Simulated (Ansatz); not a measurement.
Basis-set extrapolation for C2H5AlO (PBE0-D4/def2-TZVP geometry, frozen core, Ansatz 0.2.0). Multiplicity 1, RHF reference.

```
                      def2-TZVPP   def2-QZVPP
                 HF  -395.481430  -395.496030
    MP2 correlation    -0.638741    -0.684379
CCSD(T) correlation    -0.699370      not run
```

Energies in hartree. Use E(X) = E(∞) + A·exp(−7.88·√X) for Hartree–Fock and E(X) = E(∞) + B·X^(−2.97) for correlation, with X = 3 and 4, and add CCSD(T) minus MP2 of the smaller set to the MP2 limit.

Problem. What is the CCSD(T) energy at the basis-set limit?

Solution. HF limit: -395.496030 + (-0.014600) × 0.13774 = -395.49804. MP2 limit: -0.684379 + (-0.045638) × 0.74074 = -0.71818. Higher-order term: -0.699370 − (-0.638741) = -0.06063. Total: -396.27685 hartree, 2.61 eV below CCSD(T)/def2-TZVPP.
